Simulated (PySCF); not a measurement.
**Spinor energies of As²⁵⁺ (arsenic, charge +25)**

Start: [He] 2s2 2p4; 2p1/2 filled at m_j = -1/2, +1/2; 2p3/2 filled at m_j = +1/2, +3/2. Calculated with PySCF 2.14 in an uncontracted even-tempered set (17 s from 7.8 bohr⁻², ratio 2.4; 12 p from 10 bohr⁻², ratio 2.4; 5 d from 39 bohr⁻², ratio 2.6; 4 f from 59 bohr⁻², ratio 2.6): generalised Hartree-Fock with the X2C-1e Hamiltonian and a Gaussian nucleus; one run each with spin-orbit coupling (SO) switched off, then screened by Boettger's factors.

```tsv
spinor shell	electrons	ε, spin-free (eV)	ε, screened SO (eV)	weight of nominal j (screened SO)	rms radius, screened SO (bohr)
1s1/2	2	-13348.9	-13346.8	1.000	0.0522
2s1/2	2	-2790.7	-2790.1	1.000	0.210
2p1/2	2	-2643.4	-2666.1	0.924	0.183
2p3/2	2	-2643.4	-2630.0	0.938	0.186
```

```csv
quantity,spin-free,screened SO
E (hartree),-1749.16736,-1750.04204
M_J,2,2
⟨J²⟩,6.000,6.000
⟨L²⟩,2.000,2.747
⟨S²⟩,2.000,1.627
```

Each row is a mean over spinors that exchange with the open shell spreads, by up to 41.647 eV (2s1/2).

Without spin-orbit coupling the j labels of p, d and f shells carry no meaning; the spin-free column gives the mean over the occupied spinors of each nl shell.
